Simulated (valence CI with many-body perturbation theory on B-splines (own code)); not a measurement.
# Hf56+: E2, M1, M2 decay

Level of theory: valence CI with perturbative core correlation (CI+MBPT): six valence electrons over a frozen Dirac-Fock core [Ne], a basis of 9 s, 9 p, 8 d, 6 f, 3 g, 1 h functions for each j, with the one-electron correlation potential Σ1 (screened to all orders), the two-electron term Σ2, the three-electron term Σ3, Breit, model QED; selected single and double excitations, second order for the rest, scaled by the run's own slope (own B-spline code, finite nucleus).

No measured spectrum was set against this ion. As an estimate, large intervals hold to a few tenths of a per cent, small ones and those within an open d or f shell to about a per cent. Among the levels kept, up to 970 cm⁻¹ of a level comes from second order outside the variational space, and about a tenth of that is noise between levels of different J, which matters for small intervals.

Lines 1 to 30 of 30 in falling wavelength, among levels below 5108.9 × 10³ cm⁻¹, chosen from the decays that carry over 1 % of a level's rate. Wavelengths and rates use the calculated energies. Electric multipoles are in the length gauge with retardation, E1 and E2 with the static RPA response of the core. M1 uses the relativistic operator with retardation. S is in atomic units (e²a₀⁴ for E2 and M2, e²a₀⁶ for E3), for M1 in squared Bohr magnetons. Weak lines are less certain than strong ones. Lines between different terms over intervals too small for the method are left out, as are lines whose strength nearly cancels. The highest levels of a list are the least certain.

Levels are named by their leading jj configuration (3d3/2^4 stands for four electrons in 3d with j = 3/2), which in mixed levels can hold well under half, so a name can repeat and another be missing. Letters in brackets count levels of one name in rising energy.

```tsv
λ vac (nm)	Upper	Lower	Type	A (s⁻¹)	S (a.u.)
3793	(3s^2 3p1/2^2 3p3/2 3d3/2) J=0	(3s^2 3p1/2^2 3p3/2 3d3/2) J=1	M1	6.57e-01	1.33e+00
147.6	(3s^2 3p1/2^2 3p3/2 3d3/2) J=0	(3s^2 3p1/2^2 3p3/2 3d3/2) J=2	E2	1.51e-01	9.46e-04
65.07	(3s^2 3p1/2^2 3p3/2^2) J=0	(3s^2 3p1/2^2 3p3/2^2) J=2	E2	1.34e+01	1.39e-03
18.79	(3s^2 3p1/2^2 3p3/2 3d5/2) J=4	(3s^2 3p1/2^2 3p3/2 3d3/2) J=3	M1	1.77e+06	3.92e+00
17.63	(3s^2 3p1/2 3p3/2^2 3d5/2) J=5	(3s^2 3p1/2 3p3/2^2 3d3/2) J=4	M1	1.96e+06	4.37e+00
16.46	(3s^2 3p1/2 3p3/2^2 3d5/2) J=4 [b]	(3s^2 3p1/2 3p3/2^2 3d3/2) J=3 [a]	M1	1.21e+06	1.81e+00
5.871	(3s^2 3p1/2 3p3/2^2 3d3/2) J=4	(3s^2 3p1/2^2 3p3/2 3d5/2) J=3	M1	5.27e+05	3.56e-02
5.278	(3s^2 3p1/2^2 3p3/2 3d3/2) J=0	(3s^2 3p1/2^2 3p3/2^2) J=2	M2	6.18e+00	2.26e-09
4.656	(3s^2 3p1/2 3p3/2^2 3d5/2) J=4 [a]	(3s^2 3p1/2^2 3p3/2 3d5/2) J=3	M1	6.89e+07	2.32e+00
4.454	(3s^2 3p1/2 3p3/2^2 3d5/2) J=4 [b]	(3s^2 3p1/2^2 3p3/2 3d5/2) J=3	M1	1.95e+07	5.75e-01
4.405	(3s^2 3p1/2 3p3/2^2 3d5/2) J=5	(3s^2 3p1/2^2 3p3/2 3d5/2) J=3	E2	9.61e+05	1.56e-03
4.353	(3s^2 3p1/2 3p3/2^3) J=1	(3s^2 3p1/2^2 3p3/2^2) J=0	M1	7.66e+07	7.03e-01
4.307	(3s^2 3p1/2 3p3/2^2 3d3/2) J=0	(3s^2 3p1/2^2 3p3/2 3d3/2) J=1	M1	2.37e+08	7.01e-01
4.261	(3s^2 3p1/2 3p3/2^2 3d5/2) J=4 [a]	(3s^2 3p1/2^2 3p3/2 3d5/2) J=4	M1	1.69e+08	4.36e+00
4.208	(3s^2 3p1/2 3p3/2^2 3d3/2) J=2 [a]	(3s^2 3p1/2^2 3p3/2 3d3/2) J=2	M1	1.30e+08	1.80e+00
4.173	(3s^2 3p1/2 3p3/2^2 3d5/2) J=4 [b]	(3s^2 3p1/2^2 3p3/2 3d5/2) J=2	E2	1.70e+06	1.73e-03
4.108	(3s^2 3p1/2 3p3/2^2 3d3/2) J=4	(3s^2 3p1/2^2 3p3/2 3d3/2) J=3	M1	4.04e+07	9.35e-01
4.108	(3s^2 3p1/2 3p3/2^2 3d3/2) J=4	(3s^2 3p1/2^2 3p3/2 3d3/2) J=3	E2	2.87e+06	2.70e-03
4.091	(3s^2 3p1/2 3p3/2^2 3d5/2) J=4 [b]	(3s^2 3p1/2^2 3p3/2 3d5/2) J=4	M1	2.55e+07	5.82e-01
4.091	(3s^2 3p1/2 3p3/2^2 3d5/2) J=4 [b]	(3s^2 3p1/2^2 3p3/2 3d5/2) J=4	E2	1.89e+06	1.74e-03
4.080	(3s^2 3p1/2 3p3/2^3) J=1	(3s^2 3p1/2^2 3p3/2^2) J=2	M1	2.22e+08	1.68e+00
4.080	(3s^2 3p1/2 3p3/2^3) J=1	(3s^2 3p1/2^2 3p3/2^2) J=2	E2	3.18e+06	9.65e-04
4.050	(3s^2 3p1/2 3p3/2^2 3d5/2) J=5	(3s^2 3p1/2^2 3p3/2 3d5/2) J=4	M1	4.28e+07	1.16e+00
4.050	(3s^2 3p1/2 3p3/2^2 3d5/2) J=5	(3s^2 3p1/2^2 3p3/2 3d5/2) J=4	E2	2.73e+06	2.92e-03
3.993	(3s^2 3p1/2 3p3/2^2 3d3/2) J=4	(3s^2 3p1/2^2 3p3/2 3d3/2) J=2	E2	1.36e+06	1.11e-03
3.987	(3s^2 3p3/2^4) J=0	(3s^2 3p1/2 3p3/2^3) J=2	E2	1.41e+07	1.27e-03
3.959	(3s^2 3p1/2 3p3/2^3) J=2	(3s^2 3p1/2^2 3p3/2^2) J=2	M1	1.37e+08	1.57e+00
3.959	(3s^2 3p1/2 3p3/2^3) J=2	(3s^2 3p1/2^2 3p3/2^2) J=2	E2	4.84e+06	2.10e-03
3.871	(3s^2 3p3/2^4) J=0	(3s^2 3p1/2 3p3/2^3) J=1	M1	5.79e+08	1.24e+00
3.750	(3s^2 3p1/2 3p3/2^2 3d5/2) J=3 [b]	(3s^2 3p1/2^2 3p3/2 3d5/2) J=4	M1	1.23e+08	1.69e+00
```
